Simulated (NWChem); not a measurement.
BCl

```xyz
2

B      0.0000     0.0000    -1.2974
Cl     0.0000     0.0000     0.4362
```
Atoms are numbered in this order, from 1.

Geometry: optimised at PBE-D3(BJ)/def2-SVP.

 States above −ε(HOMO) = 6.3 eV lie in this functional's continuum and hang on the basis.

Task: List the 4 lowest vertical singlet excitations from PBE/def2-TZVPD, TDA (NWChem).

Result: 
| state | energy (eV) | oscillator strength | leading excitation (squared amplitude) |
|---|---|---|---|
| S1 | 4.64 | 0.089 | HOMO → LUMO (0.97) |
| S2 | 4.64 | 0.089 | HOMO → LUMO+1 (0.97) |
| S3 | 6.40 | 0.031 | HOMO → LUMO+2 (0.95) |
| S4 | 6.64 | 0.000 | HOMO−2 → LUMO+1 (0.50) |
